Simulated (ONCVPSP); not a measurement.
**u(r) = r·R(r): atom against pseudo-atom (iron (Fe))**

Columns: radius, all-electron u(r) and pseudo u(r) of the 3s shell (level -112.47 eV) of iron in the configuration [Ne] 3s2 3p6 3d6; PBE, scalar-relativistic, ONCV scheme, ONCVPSP 4.0.1.

```csv
r (bohr),all-electron,pseudo
0.057,0.2033,0.0262
0.115,-0.3877,0.0692
0.172,-0.6512,0.1400
0.230,-0.5570,0.2469
0.288,-0.2525,0.3872
0.345,0.1140,0.5481
0.402,0.4639,0.7178
0.460,0.7608,0.8831
0.518,0.9823,1.0255
0.575,1.1275,1.1321
0.632,1.2094,1.2002
0.690,1.2396,1.2292
0.747,1.2292,1.2222
0.805,1.1890,1.1856
0.862,1.1298,1.1286
0.920,1.0568,1.0564
0.977,0.9782,0.9781
1.035,0.8957,0.8955
1.092,0.8150,0.8149
1.150,0.7356,0.7355
1.208,0.6602,0.6601
1.265,0.5910,0.5909
1.322,0.5270,0.5269
1.380,0.4672,0.4671
1.438,0.4131,0.4130
1.495,0.3650,0.3649
```

Task: How many radial nodes do the two functions have?

Result: The all-electron 3s function has n − l − 1 = 2; the pseudo-wave has 0, since the states of the same l below it are removed with the core.

Task: At about which radius was the pseudo-wave matched?

Result: 1.05 bohr. The columns agree to 0.0005 from 0.92 bohr on; several derivatives are matched, so the curves merge somewhat inside the radius.

Task: Where does each function peak?

Result: Outermost all-electron maximum near 0.69 bohr, pseudo maximum near 0.69 bohr (to the table’s step).

Task: Is the pseudo-wave norm-conserving?

Result: Yes: the ONCV scheme keeps the norm inside the radius equal to the all-electron one, which fixes the energy derivative of the logarithmic derivative at the level.
